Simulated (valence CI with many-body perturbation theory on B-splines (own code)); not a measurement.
Results of a calculation; reference values are marked as such.
Gd23+: magnetic and hyperfine properties of the levels

Method: relativistic CI+MBPT: five valence electrons over a frozen Dirac-Fock core [Kr], a basis of 7 s, 7 p, 8 d, 6 f, 4 g, 1 h functions for each j, with the one-electron correlation potential Σ1, the two-electron term Σ2, the three-electron term Σ3, Breit, model QED; selected CI, second order for the rest, scaled by the run's own slope (own B-spline code, finite nucleus).

No measured spectrum was set against this ion. As an estimate, terms of the open shell hold to 2 to 4 % of their energy, and close levels can change places. Among the levels kept, up to 370 cm⁻¹ of a level comes from second order outside the variational space, and about a tenth of that is noise between levels of different J, which matters for small intervals. The list stops below the first excitations out of the core.

A/g_I is the dipole constant over the nuclear g factor μ/I (μ in nuclear magnetons, uniformly magnetised nucleus), B/Q the quadrupole constant per barn. Both hold the static response of the core; the bare values leave it out. Large factors of s and p1/2 electrons are usually good to 5 to 10 %; those of open d and f shells near neutrality can be off by tens of per cent, and small factors of p3/2, d and f electrons come from cancelling terms and can be off by a factor of two or in sign, in half-filled shells by more. B is blank for J = 1/2, where it vanishes, and for nearly pure S terms. Energies count from the lowest level.

Levels are named by their leading jj configuration (3d3/2^4 stands for four electrons in 3d with j = 3/2), which in mixed levels can hold well under half, so a name can repeat and another be missing. Letters in brackets count levels of one name in rising energy.

| Level | E (cm⁻¹) | g | A/g_I (MHz) | A/g_I bare | B/Q (MHz/b) | B/Q bare |
| --- | --- | --- | --- | --- | --- | --- |
| (4d3/2^4 4d5/2) J=5/2 | 0.0 | 1.668 | 1380 | 2350 | 3770 | 3570 |
| (4d3/2^3 4d5/2^2) J=5/2 [a] | 41917 | 1.186 | 3590 | 3770 | 6220 | 5930 |
| (4d3/2^3 4d5/2^2) J=7/2 [a] | 68506 | 1.142 | 5310 | 5410 | 8910 | 8510 |
| (4d3/2^3 4d5/2^2) J=3/2 [a] | 71119 | 1.267 | 5860 | 6160 | 7340 | 7020 |
| (4d3/2^3 4d5/2^2) J=11/2 | 73758 | 1.155 | 6440 | 6550 | -127 | -158 |
| (4d3/2^3 4d5/2^2) J=9/2 | 80527 | 1.157 | 5810 | 5930 | 8080 | 7720 |
| (4d3/2^3 4d5/2^2) J=5/2 [b] | 82469 | 1.125 | 5650 | 5720 | 1940 | 1870 |
| (4d3/2^3 4d5/2^2) J=1/2 | 87534 | 1.795 | -3140 | -1950 |  |  |
| (4d3/2^3 4d5/2^2) J=7/2 [b] | 99249 | 1.136 | 6620 | 6700 | -6440 | -6150 |
| (4d3/2^2 4d5/2^3) J=5/2 [a] | 108550 | 1.220 | 3760 | 3990 | 9.19 | 7.40 |
| (4d3/2^2 4d5/2^3) J=7/2 [a] | 119200 | 1.206 | 4800 | 5010 | -3270 | -3130 |
| (4d3/2^3 4d5/2^2) J=3/2 [b] | 121950 | 0.807 | 11600 | 11200 | -7230 | -6910 |
| (4d3/2^2 4d5/2^3) J=11/2 | 122780 | 1.058 | 6780 | 6730 | 448 | 436 |
| (4d3/2^2 4d5/2^3) J=9/2 [a] | 128180 | 1.148 | 5660 | 5770 | -1560 | -1510 |
| (4d3/2^2 4d5/2^3) J=1/2 [a] | 129390 | 0.694 | 15100 | 14500 |  |  |
| (4d3/2^2 4d5/2^3) J=3/2 [a] | 135300 | 1.192 | 5470 | 5650 | 793 | 752 |
| (4d3/2^2 4d5/2^3) J=13/2 | 135520 | 1.075 | 7080 | 7060 | -8.05 | 0.973 |
| (4d3/2^2 4d5/2^3) J=5/2 [b] | 140180 | 1.012 | 7580 | 7450 | -1950 | -1850 |
| (4d3/2^2 4d5/2^3) J=9/2 [b] | 154220 | 1.109 | 6380 | 6420 | 772 | 739 |
| (4d3/2^2 4d5/2^3) J=7/2 [b] | 157950 | 0.991 | 8660 | 8500 | -585 | -559 |
| (4d3/2^2 4d5/2^3) J=5/2 [c] | 160610 | 1.035 | 7400 | 7310 | 2150 | 2050 |
| (4d3/2^2 4d5/2^3) J=3/2 [b] | 168220 | 0.800 | 11100 | 10600 | 752 | 738 |
| (4d3/2^2 4d5/2^3) J=7/2 [c] | 175510 | 1.064 | 7710 | 7670 | 1990 | 1910 |
| (4d3/2^2 4d5/2^3) J=1/2 [b] | 175890 | 1.874 | -3600 | -2270 |  |  |
| (4d3/2 4d5/2^4) J=5/2 [a] | 179790 | 1.217 | 3250 | 3480 | -5190 | -4950 |
| (4d3/2^2 4d5/2^3) J=9/2 [c] | 191150 | 1.101 | 6470 | 6490 | 6050 | 5800 |
| (4d3/2 4d5/2^4) J=7/2 [a] | 197930 | 1.195 | 4840 | 5020 | -12200 | -11700 |
| (4d3/2 4d5/2^4) J=11/2 | 204520 | 1.067 | 6920 | 6880 | -298 | -239 |
| (4d3/2 4d5/2^4) J=3/2 [a] | 208620 | 0.883 | 7740 | 7400 | -7870 | -7520 |
| (4d3/2 4d5/2^4) J=5/2 [b] | 220910 | 1.127 | 5830 | 5900 | 6330 | 6060 |
| (4d3/2 4d5/2^4) J=9/2 | 224710 | 1.111 | 6120 | 6170 | -13300 | -12700 |
| (4d3/2^2 4d5/2^3) J=3/2 [c] | 231530 | 1.218 | 5530 | 5750 | -5320 | -5100 |
| (4d3/2^2 4d5/2^3) J=5/2 [d] | 233100 | 1.105 | 5640 | 5670 | -1920 | -1810 |
| (4d3/2 4d5/2^4) J=7/2 [b] | 238740 | 0.967 | 8140 | 7940 | 11600 | 11100 |
| (4d3/2 4d5/2^4) J=1/2 | 263390 | 0.964 | -179 | -350 |  |  |
| (4d5/2^5) J=5/2 | 291440 | 1.170 | 4800 | 4940 | -11400 | -10900 |
| (4d3/2 4d5/2^4) J=3/2 [b] | 294920 | 0.882 | 11400 | 11000 | 11500 | 11000 |

(1) Take the isotope of mass number 157, with I = 3/2, μ = -0.3398 μN, leaving out the quadrupole term. What is the hyperfine structure of (4d3/2^3 4d5/2^2) J=5/2 [a]?

Answers

(1) From the table A = -814 MHz. Shifts from the centre of gravity in MHz: F = 1: 4270, F = 2: 2650, F = 3: 204, F = 4: -3050.
